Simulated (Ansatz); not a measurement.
`FB[O][GeH3]` + H₂ → `BF` + `[OH][GeH3]` at 400 K and 1 bar (hydrogenolysis of a B–O bond).

Calculated with Ansatz (gas phase, PBE0-D4/def2-TZVP geometries, no zero-point term in ΔE). CCSD(T)/CBS adds triple-zeta CCSD(T) − MP2 to the extrapolated MP2 energy (def2 sets, frozen cores). This one scheme is used for every species. For Ge outer-core shells are correlated without core-valence functions, which leaves a few kJ/mol of doubt a bond. Scalar relativity is left out up to krypton. One conformer a species, not always the lowest.

| species | CCSD(T)/CBS energy (Eh) | H − E (kJ/mol) | S (J/(mol·K)) |
| --- | --- | --- | --- |
| `FB[O][GeH3]` | -2278.39547 | 142.6 | 357.1 |
| H₂ | -1.17544 | 38.0 | 139.0 |
| `BF` | -125.82039 | 73.4 | 234.2 |
| `[OH][GeH3]` | -2153.69723 | 116.2 | 291.7 |

H − E and S are ideal-gas, rigid-rotor, harmonic terms from PBE0-D4/def2-TZVP, for one conformer and one mirror image of each species. The MP2-based limit puts H₂ 0.8 mEh under its directly extrapolated value; such offsets cancel only in part. 1 Eh = 2625.50 kJ/mol, R = 8.31446 J/(mol·K).

Question: By hand: ΔE, ΔH, ΔS and ΔG.

Answer: ΔE = (-125.82039) + (-2153.69723) − (-2278.39547) − (-1.17544) = 0.05329 Eh = 139.9 kJ/mol. Δ(H − E) = 73.4 + 116.2 − 142.6 − 38.0 = 9.0, so ΔH = 148.9 kJ/mol. ΔS = 234.2 + 291.7 − 357.1 − 139.0 = 29.8 J/(mol·K). ΔG = 148.9 − 400 × (29.8)/1000 = 137.0 kJ/mol.

Question: By hand: the equilibrium constant, and the temperature at which ΔG would vanish if ΔH and ΔS stayed fixed.

Answer: log₁₀ K = −ΔG/(RT ln 10) = -17.9. ΔG = 0 at ΔH/ΔS = 4997 K, far beyond where these terms or the molecules hold.

ΔH outweighs TΔS. A doubt of 5 kJ/mol in ΔE shifts log₁₀ K by 0.7 here. Other conformers and mirror images would add mixing entropy, several J/(mol·K) or more a flexible species. These are equilibria of isolated gas molecules and say nothing of rates. Largest T1 diagnostic: 0.013 (customary marks: 0.02 for closed shells, 0.045 for open ones).
